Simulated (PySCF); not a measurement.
# MC cations for M along group 12

PBE0 with double-zeta basis sets in PySCF, for the lowest determinant that a PBE0 search found; no spin–orbit coupling. De refers to high-spin ground-configuration atoms (the charge goes to the atom of lower measured ionisation energy or higher electron affinity, which is not always the lowest computed limit). A positive dipole points towards C; it is taken about the centre of mass and depends on that origin.

```csv
M,basis,charged atom,state (unpaired electrons),Re (Å),ωe (cm⁻¹),De (eV),μ (D)
Zn,def2-SVP,Zn+,doublet (π ↑),2.111,413,1.55,-1.10
Cd,cc-pVDZ-PP/cc-pVDZ,Cd+,doublet (π ↑),2.266,361,1.36,-0.19
Hg,def2-SVP,Hg+,doublet (π ↑),2.172,404,1.89,1.20
```

The shortest bond is that of ZnC⁺ (2.111 Å), the longest that of CdC⁺ (2.266 Å). HgC⁺ is bound most strongly (1.89 eV) and CdC⁺ least (1.36 eV).

The rows differ in basis set, which adds steps of its own.

Down a group the atoms grow and get heavier, so bonds lengthen and wavenumbers fall; the exceptions here are the shorter bond at Hg and the higher wavenumber at Hg. Relativity and the filled 4f shell contract the atoms of the sixth period.

These are scalar-relativistic numbers at best; spin–orbit coupling would shift them, the dissociation energy most. For an ion De counts to the pair picked by the measured ionisation energies or electron affinities, which need not be the lowest pair at this level. States were picked by a PBE0 search and need not be the measured ground states.
